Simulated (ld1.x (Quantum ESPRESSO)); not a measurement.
## PBE ultrasoft dataset for bromine, scalar-relativistic all-electron reference.

- Element: Br
- Generator: ld1.x (Quantum ESPRESSO) 7.5
- Type: ultrasoft
- Functional: PBE
- Relativity: scalar-relativistic
- Frozen core: [Ar] 3d10
- Valence charge: 7
- Reference configuration: 4s2 4p5
- Partial waves: 4s (bound): rcut 1.05, rcutus 1.45 bohr; 4s channel at -0.75 Ry: rcut 1.05, rcutus 1.45 bohr; 4p (bound): rcut 1.20, rcutus 1.45 bohr; 4p channel at -0.1 Ry: rcut 1.20, rcutus 1.45 bohr
- Local potential: all-electron potential smoothed inside 1.25 bohr (lloc = -1)
- Core correction: Bessel-smoothed model core inside 1.25 bohr
- Augmentation charge: PSQ, inside the norm-conserving radii

All-electron outer shells of the reference configuration (PBE, scalar-relativistic, ld1.x):

```tsv
shell	level (eV)	outermost node (bohr)	outermost maximum (bohr)
3p	-173.49	0.21	0.48
3d	-66.72	–	0.43
4s	-20.13	0.67	1.41
4p	-7.86	0.70	1.66
```

Q: Estimate the cutoffs (Ry, on a coarse ladder) from which the occupation-weighted sum of valence levels, in a spherical-Bessel basis at the reference potential, stays within 10 and 1 mRy of its value at 400 Ry.

A: 21 Ry and 45 Ry.

Q: Does the potential have ghost states?

A: No extra level below or beside the all-electron valence levels (s, p, d, f tested).

Q: Is the overlap operator S = 1 + Σ q|β⟩⟨β| positive definite (Bessel basis up to 400 Ry)?

A: Yes: its lowest eigenvalue is 0.40 (s channel).

Its largest configuration-test error is -22 meV (4s2 4p3). Test run stopped at test 3 of 7 (negative rho).
